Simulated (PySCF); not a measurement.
# NbO2: bending curve

All numbers come from UPBE0/[Nb def2-TZVP with ECP28, O def2-TZVP], scalar-relativistic core potentials, density fitting, no spin–orbit coupling, PySCF.

Rigid scan from the doublet minimum (Nb–O 1.700 Å (×2); O–Nb–O 104.9°). Coordinate: the O–Nb–O angle, bonds fixed. Energies in kJ/mol from the minimum.

| bond angle (°) | E (kJ/mol) | dipole size (D) | ⟨S²⟩ |
| --- | --- | --- | --- |
| 80 | 114.5 | 5.69 | 0.76 |
| 90 | 36.0 | 5.50 | 0.76 |
| 100 | 3.6 | 5.33 | 0.76 |
| 110 | 3.4 | 5.20 | 0.76 |
| 120 | 28.6 | 5.14 | 0.76 |
| 130 | 72.6 | 5.22 | 0.76 |
| 140 | 126.4 | 5.08 | 0.76 |
| 150 | 178.9 | 3.95 | 0.76 |
| 160 | 228.0 | 2.64 | 0.76 |
| 170 | 266.1 | 1.36 | 0.76 |
| 180 | 281.0 | 0.00 | 0.76 |

With the bonds held, the linear shape lies 281.0 kJ/mol from the minimum.

Other spin states or occupations of the open shell can lie lower.

Other isomers or separated fragments may lie lower.
